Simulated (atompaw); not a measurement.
# u(r) = r·R(r): atom against pseudo-atom (Cl)

Columns: radius, all-electron u(r) and pseudo u(r) of the 3s shell (level -26.02 eV) of chlorine in the configuration [Ne] 3s2 3p4.5; PBE, non-relativistic, PAW (atompaw) scheme, atompaw 4.2.0.5.

```tsv
r (bohr)	all-electron	pseudo
0.050	0.2373	0.0257
0.100	0.0940	0.0520
0.150	-0.1233	0.0795
0.200	-0.3012	0.1087
0.250	-0.4071	0.1400
0.300	-0.4416	0.1737
0.350	-0.4173	0.2102
0.400	-0.3496	0.2495
0.450	-0.2529	0.2914
0.500	-0.1389	0.3360
0.550	-0.0171	0.3827
0.600	0.1057	0.4312
0.650	0.2245	0.4809
0.700	0.3359	0.5311
0.750	0.4378	0.5811
0.800	0.5291	0.6299
0.850	0.6094	0.6768
0.900	0.6787	0.7210
0.950	0.7372	0.7615
1.000	0.7853	0.7977
1.050	0.8236	0.8288
1.100	0.8527	0.8544
1.150	0.8736	0.8738
1.200	0.8869	0.8869
1.250	0.8935	0.8935
1.300	0.8941	0.8941
```

(1) How many radial nodes do the two functions have?

(2) Is the pseudo-wave norm-conserving?

Results:

(1) The all-electron 3s function has n − l − 1 = 2; the pseudo-wave has 0, since the states of the same l below it are removed with the core.

(2) No, it belongs to a PAW set: the norm inside the radius is not constrained, and the difference is carried by the augmentation charge.
